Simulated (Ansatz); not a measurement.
Species, as SMILES: F[C]F (closed-shell singlet).
Atoms: F1, C2, F3. Bonds: F1-C2, C2-F3.

Basis-set convergence of the harmonic zero-point energy at PBE with Ansatz (a program for electronic structure). Each level at its own minimum, finite differences of forces, unscaled; the reference is a large set that could be run, not a limit. All functions are spherical. No added dispersion term, no relativity. Reference: the value in aug-pcseg-2, 4.07 kcal/mol. Deviations are taken from unrounded values.

```
basis        functions  harmonic zero-point energy (kcal/mol)
-----------  ---------  -------------------------------------
cc-pVDZ             42                                   4.12
aug-cc-pVDZ         69                                   3.96
def2-SVP            42                                   4.29
def2-SVPD           66                                   4.12
pcseg-1             42                                   4.11
aug-pcseg-1         69                                   4.02
6-311G**            54                                   4.10
6-311+G**           66                                   4.03
cc-pVTZ             90                                   4.11
aug-cc-pVTZ        138                                   4.07
pcseg-2             90                                   4.08
aug-pcseg-2        138                                   4.07
def2-TZVPP          93                                   4.10
def2-TZVPPD        117                                   4.07
```

What the diffuse functions change, pair by pair:
- cc-pVDZ to aug-cc-pVDZ: 27 more functions, deviation 0.04 to -0.12 kcal/mol
- def2-SVP to def2-SVPD: 24 more functions, deviation 0.21 to 0.04 kcal/mol
- pcseg-1 to aug-pcseg-1: 27 more functions, deviation 0.03 to -0.05 kcal/mol
- 6-311G** to 6-311+G**: 12 more functions, deviation 0.03 to -0.05 kcal/mol
- cc-pVTZ to aug-cc-pVTZ: 48 more functions, deviation 0.04 to 0.00 kcal/mol
- pcseg-2 to aug-pcseg-2: 48 more functions, deviation 0.01 to 0.00 kcal/mol
- def2-TZVPP to def2-TZVPPD: 24 more functions, deviation 0.02 to 0.00 kcal/mol

Leaving out the reference's own pair, they bring the value nearer the reference by more than 0.01 kcal/mol in 3 of 6 pairs.
